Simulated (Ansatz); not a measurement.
`[Cl][GeH3]` + `FC(F)(F)C(Cl)Cl` → `[F][GeH2][Cl]` + `FC(F)C(Cl)Cl` at 600 K and 1 bar (formal exchange of groups at a Ge–H bond).

Calculated with Ansatz (gas phase, PBE0-D4/def2-TZVP geometries, no zero-point term in ΔE). CBS: MP2 limit from def2 TZ/QZ plus the TZ coupled-cluster correction, frozen cores. For Ge outer-core shells are correlated without core-valence functions, which leaves a few kJ/mol of doubt a bond. Scalar relativity is left out up to krypton. One conformer a species, not always the lowest.

| species | CCSD(T)/CBS energy (Eh) | H − E (kJ/mol) | S (J/(mol·K)) |
| --- | --- | --- | --- |
| `[Cl][GeH3]` | -2537.71925 | 96.6 | 309.8 |
| `FC(F)(F)C(Cl)Cl` | -1295.63294 | 148.3 | 437.5 |
| `[F][GeH2][Cl]` | -2636.95386 | 88.0 | 347.0 |
| `FC(F)C(Cl)Cl` | -1196.43636 | 164.7 | 417.3 |

H − E and S are ideal-gas, rigid-rotor, harmonic terms from PBE0-D4/def2-TZVP, for one conformer and one mirror image of each species. 1 Eh = 2625.50 kJ/mol, R = 8.31446 J/(mol·K).

By hand: ΔE, ΔH, ΔS and ΔG.

ΔE = (-2636.95386) + (-1196.43636) − (-2537.71925) − (-1295.63294) = -0.03803 Eh = -99.8 kJ/mol. Δ(H − E) = 88.0 + 164.7 − 96.6 − 148.3 = 7.8, so ΔH = -92.0 kJ/mol. ΔS = 347.0 + 417.3 − 309.8 − 437.5 = 17.0 J/(mol·K). ΔG = -92.0 − 600 × (17.0)/1000 = -102.2 kJ/mol.

By hand: the equilibrium constant, and the temperature at which ΔG would vanish if ΔH and ΔS stayed fixed.

log₁₀ K = −ΔG/(RT ln 10) = 8.9. ΔH and −TΔS have one sign here, so there is no such temperature.

ΔH outweighs TΔS. A doubt of 5 kJ/mol in ΔE shifts log₁₀ K by 0.4 here. Other conformers and mirror images would add mixing entropy, several J/(mol·K) or more a flexible species. These are equilibria of isolated gas molecules and say nothing of rates. Largest T1 diagnostic: 0.011 (customary marks: 0.02 for closed shells, 0.045 for open ones).
